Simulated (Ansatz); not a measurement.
The same path of CH$_{8}$OSi$_{2}$ (12 atoms, charge 0, multiplicity 1) was run twice with different band settings. Lost on the way: Si1–H2, Si1–C3. Made: H2–C3.

All numbers below come from RHF/6-31G* in Ansatz 0.2.0.

Relaxed end points:

```xyz
12
Properties=species:S:1:pos:R:3
Si 0.233 0.076 0.631
H 0.148 0.403 2.069
C 2.026 0.005 0.089
H 2.575 -0.754 0.641
H 2.109 -0.229 -0.968
H 2.518 0.960 0.259
H -0.487 1.124 -0.121
O -0.485 -1.369 0.362
Si -1.658 -2.498 0.393
H -1.970 -2.878 1.784
H -2.888 -1.984 -0.241
H -1.202 -3.692 -0.341
```

```xyz
12
Properties=species:S:1:pos:R:3
Si -1.560 0.598 0.513
H 2.271 -0.047 1.628
C 2.538 -0.028 0.577
H 1.909 -0.718 0.027
H 2.405 0.975 0.187
H 3.575 -0.321 0.465
H -1.208 1.243 -0.813
O -1.576 -0.963 -0.005
Si -1.807 -2.537 0.406
H -1.985 -2.671 1.864
H -3.009 -3.046 -0.276
H -0.635 -3.321 -0.013
```

Common settings: movable images 7; climbing image yes; optimiser quadratic models (default); start path through a guess of the saddle point; force threshold 0.05 eV/Å; iteration limit 60; end points relaxed.

| run | spring |
| --- | --- |
| 1 | 5.0 eV/Å² |
| 2 | 0.5 eV/Å² |

What does each run give, and how far can it be trusted?

Run 1: converged after 31 iterations, highest image 4.373 eV above the first end. The profile has 2 maxima (images 1, 4) with wells between them (image 3): this band takes more than one step, which may be the mechanism or a detour left from its start path. Neighbouring images differ by up to 4.4 eV, so the band resolves the path poorly. A vibrational analysis at the climbing image gives 2 clearly imaginary modes (1711i, 51i cm⁻¹): a point of higher order, so a lower path passes nearby.
Run 2: converged after 30 iterations, highest image 4.347 eV above the first end. The profile has 3 maxima (images 1, 4, 7) with wells between them (images 3, 6): this band takes more than one step, which may be the mechanism or a detour left from its start path. A structure lower than the last end lies on the path between it and the top, so the climb from that side starts below the end, which may itself be a saddle point or a shallow side well. Neighbouring images differ by up to 4.3 eV, so the band resolves the path poorly. The order of the stationary point at the top wasn't checked.
The orbitals stay closed-shell, which can raise the energy where a bond breaks towards radicals; this wasn't checked here.
